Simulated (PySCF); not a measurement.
# Static response to an electric field

Compound: C4H7NO2Si2.
Cartesian coordinates in Å at the GFN2-xTB level; atoms count from 1:
```
atom  x, y, z in Å
N1     3.5409    1.1038    0.0504
C2     2.7406    0.2878    0.0056
C3     1.7061   -0.7066   -0.0399
C4     0.3592   -0.0946    0.3572
Si5   -0.3143    1.3615   -0.6929
O6    -1.9116    1.1134   -0.4109
Si7   -2.4677   -0.2580    0.3017
C8    -0.7476   -1.1331    0.3900
O9    -0.5287   -2.3210    0.3442
H10    1.6478   -1.1125   -1.0540
H11    1.9625   -1.5298    0.6355
H12    0.4276    0.2770    1.3879
H13    0.0009    2.6690   -0.1454
H14   -0.0610    1.1602   -2.1140
H15   -3.3661   -0.9076   -0.6365
H16   -2.9961    0.0995    1.6097
```

Level: B3LYP/def2-SVPD (PySCF), static field, nuclei fixed, core orbitals frozen in the response. The polarisability tensor in these axes (au):

```
x   119.78   8.25  -2.19
y     8.25 102.22  -2.92
z    -2.19  -2.92  80.48
```

**Question.** Diagonalise the tensor; give its mean and Δα, where Δα² is half the sum of the squared differences of the eigenvalues.

**Answer.** Principal values 80.06, 99.14 and 123.28 au; mean 100.83 au = 14.94 Å³ = 16.62 × 10⁻⁴⁰ C²·m²/J; Δα = 37.51 au (37 % of the mean).

**Question.** What is the dipole moment, and where does it point?

**Answer.** (-2.84, -0.41, 0.24) D, 2.87 D in size, pointing from the negative to the positive side. Measured along this direction, the outermost atoms are N1 at the negative end and H15 at the positive end.

**Question.** Rayleigh depolarisation ratio (linearly polarised light, static tensor)?

**Answer.** ρ = 3Δα²/(45ᾱ² + 4Δα²) = 4220.4/(457457 + 5627.2) = 0.00911.

**Question.** Find the Langevin capture rate constant for NH4+ (18.034 u) meeting this molecule (157.002 u), k = 2.342 × 10⁻⁹ cm³/s × √(α in Å³ / reduced mass in u).

**Answer.** The reduced mass is 16.18 u, so k = 2.25 × 10⁻⁹ cm³/s. The formula leaves out the permanent dipole, which adds to the capture rate.

**Question.** What would n − 1 = 2πNα be for an ideal gas of these molecules at 273.15 K and 1 atm, electronic part alone?

**Answer.** N = p/kT = 2.6868 × 10¹⁹ cm⁻³, so n − 1 = 2π × N × 14.94 × 10⁻²⁴ cm³ = 2522 × 10⁻⁶ at long wavelengths.

Isolated species at its GFN2-xTB geometry (one conformer only).
